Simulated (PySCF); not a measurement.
Isomers of CH7NO2Si, one GFN2-xTB conformer each. Single-point energies are computed at PBE0/pcSseg-1 (PySCF, gas phase, no added dispersion term), electronic only.

Question: Rank them by PBE0/pcSseg-1 energy, lowest first (kcal/mol).
A. `[CH3:1][O:2][Si@H:3]([NH2:4])[OH:5]` with C1–O2–Si3–N4 169°, O2–Si3–N4–H -68° and 64°, O2–Si3–O5–H 170°
B. `[CH3:1][NH:2][SiH:3]([OH:4])[OH:5]` with C1–N2–Si3–O4 -174°, N2–Si3–O4–H -131°, N2–Si3–O5–H -52°

Answer: B (0.0), A (0.4).

Neighbours under 2.5 kcal/mol apart (CN[SiH](O)O and CO[Si@H](N)O) can change places with a better method, another conformer or zero-point energy. GFN2-xTB itself gives, in the same order: 0.0, 4.6. Both levels put the same isomer lowest.

Question: Which frontier levels, dipoles and rotational constants go with these structures?

Answer: 
```csv
SMILES,"HOMO (eV, PBE0/pcSseg-1)",LUMO (eV),dipole (D),"A, B, C (MHz)"
CN[SiH](O)O,-6.78,0.87,1.77,"6571, 2858, 2193"
CO[Si@H](N)O,-7.63,1.36,0.40,"6551, 2967, 2262"
```
